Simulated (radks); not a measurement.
The beryllium ion Be3+, configuration 1s0.75 2s0.25 (fractional occupations, a model configuration). All-electron calculation, scalar-relativistic Kohn-Sham, LDA (Slater exchange, Perdew-Zunger correlation), spin-polarised, spherical densities, finite nucleus; open shells are filled with parallel spins first; Fermi nuclear charge, rms radius 2.519 fm. Program: a radial shooting solver on a logarithmic mesh with Libxc functionals. Some entries of the table are withheld. Estimate them.

| orbital | occ. | eigenvalue (eV) | <r^2> (bohr^2) | <r> (bohr) |
|---|---|---|---|---|
| 1s up | 0.75 | -198.2178 | 0.1887 | 0.3756 |
| 2s up | 0.25 | -42.7342 | 2.989 | 1.601 |
| 2p up | 0 | -40.7694 | 2.294 | 1.380 |
| 3s up | 0 | -16.9730 | (1) | 3.701 |

Answer. 
(1) 3s up <r^2> (bohr^2): 15.59
